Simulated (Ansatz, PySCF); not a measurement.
Dimer: SiH4 (SMILES [SiH4]) (first 5 atoms) with Si2H6 (SMILES [SiH3][SiH3]); geometry from B3LYP-D3(BJ)/def2-TZVP, rigid monomers moved along the line of their centres of mass till Si1···H11 is 3.58 Å.
(charge 0, multiplicity 1):
```xyz
13

Si    -0.096     0.111    -0.159
H     -0.208    -1.148     0.611
H     -1.448     0.594    -0.516
H      0.686    -0.135    -1.392
H      0.592     1.129     0.665
Si     0.924    -0.905     4.279
Si    -0.763     0.724     4.257
H      0.336    -2.254     4.097
H      1.633    -0.868     5.581
H      1.909    -0.665     3.199
H     -1.608     0.599     3.045
H     -0.170     2.083     4.281
H     -1.632     0.564     5.448
```

Monomers are frozen at their geometry in the pair; levels with a basis set take the counterpoise correction.

Correlated levels freeze the cores.

Programs: Ansatz (Gaussian basis) for Hartree–Fock, density functionals and correlated methods; PySCF for the dispersion terms. Each number belongs to the level named beside it.

PBE/def2-TZVPPD gives -15.9 meV for the interaction energy.

Problem. How do the other levels lie against it? Give each less PBE: PBE-D3(BJ)/def2-TZVPPD, r2SCAN/def2-TZVPPD, PBE0/def2-TZVPPD, wB97M-V/def2-TZVPPD, MP2/aug-cc-pV(D+d)Z, CCSD(T)/aug-cc-pV(D+d)Z.

Solution. PBE-D3(BJ)/def2-TZVPPD -53.1; r2SCAN/def2-TZVPPD -10.5; PBE0/def2-TZVPPD 2.7; wB97M-V/def2-TZVPPD -37.3; MP2/aug-cc-pV(D+d)Z -28.4; CCSD(T)/aug-cc-pV(D+d)Z -30.8 meV. 1 of 6 lie above PBE; the widest gap is to PBE-D3(BJ)/def2-TZVPPD.

Ansatz is a quantum-chemistry and plane-wave program.
